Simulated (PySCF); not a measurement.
C7H7OPSi.
InChI=1S/C7H7OPSi/c10-7-8-5-3-1-2-4-6(5)9-7/h1-4H,10H3

The closed-shell ground state was solved at several levels (PySCF, density fitting, gas phase, non-relativistic). Geometry: PBE0-D3(BJ)/def2-SVP; no solvent, vibrations or thermal averaging.

```
              level  basis functions  total energy (Eh)  HOMO (eV)  LUMO (eV)  gap (eV)  dipole (D)
      PBE0/pcSseg-1              219          -976.2956      -6.73      -1.70      5.03        1.25
CAM-B3LYP/def2-SVPD              267          -976.4106      -7.80      -0.65      7.15        1.30
```

Problem. Estimate the row for wB97X-D/pcSseg-1, a basis of 219 functions; the other rows only guide the guess.

Solution. Total energy -976.8116 Eh, HOMO -8.41 eV, LUMO -0.07 eV, gap 8.34 eV, dipole 1.23 D.

Problem. Over all these levels, which gives the widest orbital gap and which the narrowest?

Solution. wB97X-D/pcSseg-1 (range-separated hybrid) has the widest, 8.34 eV, and PBE0/pcSseg-1 (global hybrid, 25 % exact exchange) the narrowest, 5.03 eV. The two share the basis. From the narrowest to the widest the HOMO moves by -1.68 eV and the LUMO by +1.63 eV.

Problem. How far do the dipole and the HOMO energy spread over the levels?

Solution. The dipole runs from 1.23 to 1.30 D (mean 1.26 D) and the HOMO from -8.41 to -6.73 eV.

Note: wB97X-D ran without an empirical dispersion term, which enters the total energy and its gradient alone.
